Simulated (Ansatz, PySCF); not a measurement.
This Ansatz (a quantum-chemistry and plane-wave program) input computes a BLYP/def2-TZVPD energy:

Ansatz 0.2 input:
```yaml
crystal:
  periodic: [false, false, false]
  atoms:
    - {symbol: C, position_ang: [-0.00000000, -0.00000000, -0.63123353]}
    - {symbol: N, position_ang: [0.00000000, 0.00000000, 0.54105731]}
basis:
  gaussian:
    orbitals: def2-TZVPD
hamiltonian:
  xc: {name: BLYP}
total_charge: 1
output: {forces: true}
```

### Question
Write an input for the same energy in PySCF and say what it gives.

### Answer

```python
from pyscf import gto, scf, dft

mol = gto.M(
    atom='''
    C    -0.00000000   -0.00000000   -0.63123353
    N     0.00000000    0.00000000    0.54105731
    ''',
    basis='def2-tzvpd',
    charge=1,
    spin=0,
    verbose=4,
)

mf = dft.RKS(mol, xc='blyp').density_fit(auxbasis='def2-universal-jkfit')
mf.grids.level = 3
mf.conv_tol = 1e-9
mf.max_cycle = 100
mf.max_memory = 1500
mf.kernel()
if not mf.converged:
    mf = mf.newton()
    mf.kernel(mf.make_rdm1())
mf.analyze()
```
It gives -92.20333 Eh, and Ansatz -92.20332 Eh, a difference of 0.01 mEh.

This is an excited singlet: at this geometry the triplet lies 1.06 eV lower at wB97M-V/def2-TZVPD.
